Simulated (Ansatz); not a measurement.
`[F][Sn]([F])([Cl])[I]` → `FI` + `[F][Sn][Cl]`  (stannylene formation by 1,1-elimination)

Calculated with Ansatz (gas phase, PBE0-D4/def2-TZVP geometries, no zero-point term in ΔE). CBS: MP2 limit from def2 TZ/QZ plus the TZ coupled-cluster correction, frozen cores. Elements past krypton have def2 core potentials. For I, Sn outer-core shells are correlated without core-valence functions, which leaves a few kJ/mol of doubt a bond.

```csv
level,ΔE (eV)
CCSD/def2-SVP,2.93
MP2/def2-QZVPP,2.91
```

(1) What does CCSD(T)/CBS give? (Estimate.)

Largest T1 diagnostic among the species: 0.016.

Results:

(1) The calculation gave: +2.77 eV. The listed levels differ from it by 0.16, 0.14 eV.

Leaving LDA and LC-ωPBE aside and taking each functional with its dispersion term where it has one, the values, not all of them listed here, spread over 0.84 eV, from BLYP-D4 to PBE-QIDH. LDA lies +0.35 eV from PBE without D4. From r2SCAN to r2SCAN0 (25 % exact exchange), in def2-TZVPP and without D4, ΔE moves by +0.15 eV.
